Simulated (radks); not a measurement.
The indium ion In2+ inside a hard spherical wall (all orbitals vanish at R), configuration held at [Kr] 4d10 5s1 and not refilled when levels cross. Method: scalar-relativistic Kohn-Sham, PBE, spin-polarised, spherical densities, point nucleus; open shells are filled with parallel spins first (spin-orbit coupling, left out, can overturn this in heavy ions); computed with a radial shooting solver on a logarithmic mesh with Libxc functionals. Eigenvalues in eV for spin up, with the zero of energy where the potential of the charges vanishes at infinity; a dash marks a level that is unbound or too diffuse for the functional's potential to be trusted. A positive occupied level is held by the wall or, in an anion where self-interaction has pushed it up, behind a barrier. The pressure on the wall is -dE/dV.

[
 {"R (bohr)": "free", "E (hartree)": "-5880.74141", "kinetic (hartree)": "6129.664", "e(4s)": "-137.73", "e(4p)": "-96.217", "e(4d)": "-36.649", "e(5s)": "-24.151", "e(5p, empty)": "-16.652", "e(6s, empty)": "-", "pressure (GPa)": "0"},
 {"R (bohr)": "20", "E (hartree)": "-5880.74141", "kinetic (hartree)": "6129.664", "e(4s)": "-137.73", "e(4p)": "-96.217", "e(4d)": "-36.649", "e(5s)": "-24.151", "e(5p, empty)": "-16.652", "e(6s, empty)": "-", "pressure (GPa)": "< 0.0001"},
 {"R (bohr)": "15", "E (hartree)": "-5880.74141", "kinetic (hartree)": "6129.664", "e(4s)": "-137.73", "e(4p)": "-96.217", "e(4d)": "-36.649", "e(5s)": "-24.151", "e(5p, empty)": "-16.652", "e(6s, empty)": "-", "pressure (GPa)": "< 0.0001"},
 {"R (bohr)": "12", "E (hartree)": "-5880.74141", "kinetic (hartree)": "6129.664", "e(4s)": "-137.73", "e(4p)": "-96.217", "e(4d)": "-36.649", "e(5s)": "-24.151", "e(5p, empty)": "-16.652", "e(6s, empty)": "-", "pressure (GPa)": "< 0.0001"},
 {"R (bohr)": "10", "E (hartree)": "-5880.74141", "kinetic (hartree)": "6129.664", "e(4s)": "-137.73", "e(4p)": "-96.217", "e(4d)": "-36.649", "e(5s)": "-24.151", "e(5p, empty)": "-16.652", "e(6s, empty)": "-8.591", "pressure (GPa)": "< 0.0001"},
 {"R (bohr)": "7", "E (hartree)": "-5880.74124", "kinetic (hartree)": "6129.666", "e(4s)": "-137.72", "e(4p)": "-96.209", "e(4d)": "-36.641", "e(5s)": "-24.141", "e(5p, empty)": "-16.603", "e(6s, empty)": "-6.907", "pressure (GPa)": "0.0177"},
 {"R (bohr)": "5", "E (hartree)": "-5880.73088", "kinetic (hartree)": "6129.758", "e(4s)": "-137.47", "e(4p)": "-95.961", "e(4d)": "-36.408", "e(5s)": "-23.740", "e(5p, empty)": "-15.600", "e(6s, empty)": "2.186", "pressure (GPa)": "1.93"},
 {"R (bohr)": "4", "E (hartree)": "-5880.66821", "kinetic (hartree)": "6130.168", "e(4s)": "-136.58", "e(4p)": "-95.087", "e(4d)": "-35.587", "e(5s)": "-21.908", "e(5p, empty)": "-12.366", "e(6s, empty)": "19.132", "pressure (GPa)": "20.9"},
 {"R (bohr)": "2", "E (hartree)": "-5874.45081", "kinetic (hartree)": "6158.250", "e(4s)": "-108.99", "e(4p)": "-67.799", "e(4d)": "-5.351", "e(5s)": "59.001", "e(5p, empty)": "85.419", "e(6s, empty)": "287.58", "pressure (GPa)": "10200"},
 {"R (bohr)": "1.5", "E (hartree)": "-5852.37995", "kinetic (hartree)": "6241.575", "e(4s)": "-57.401", "e(4p)": "-12.404", "e(4d)": "59.373", "e(5s)": "237.38", "e(5p, empty)": "275.99", "e(6s, empty)": "693.71", "pressure (GPa)": "96900"}
]
